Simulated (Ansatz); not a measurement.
CH$_{4}$S, charge +1, doublet, at a GFN2-xTB geometry (a state made from the parent by changing its charge; the spin is typed, not shown lowest). Base run: PBE0/3-21G (Ansatz, a quantum-chemistry and plane-wave program).

Here is a job for Ansatz.
Ansatz 0.2 input:
```yaml
crystal:
  periodic: [false, false, false]
  atoms:
    - {symbol: C, position_ang: [-1.02943993, -0.44430689, 0.04872881]}
    - {symbol: S, position_ang: [0.55907768, 0.33245669, -0.03583469]}
    - {symbol: H, position_ang: [-1.13665527, -0.99947606, 0.98682976]}
    - {symbol: H, position_ang: [-1.80491537, 0.31648919, -0.02717459]}
    - {symbol: H, position_ang: [-1.14183024, -1.17864672, -0.75616545]}
    - {symbol: H, position_ang: [1.31479765, -0.79183217, 0.07749249]}
basis:
  gaussian:
    orbitals: 3-21G.json
hamiltonian:
  xc: pbe0
total_charge: 1
magnetization: {spin_polarized: true, initial_magnetization: 1}
```
The basis file holds 3-21G in the JSON format of the Basis Set Exchange.

Variants of this job, named by their change:

```tsv
change	ΔE vs base (mEh)
base	0.000
final_grid = 10, 20, 41	0.000
final_grid = 4, 8, 17	0.004
final_grid = 14, 28, 59	0.000
point_charge = charge:0.5 position_ang:3.0011, -3.4422, -1.5095	57.893
lower_state_search = off	0.000
forces = on	0.000
lower_state_search = light	0.000
lower_state_search = full	0.000
final_grid = 6, 12, 29	0.016
point_charge = charge:-1.0 position_ang:-3.619, -2.467, 3.266	-102.4
```
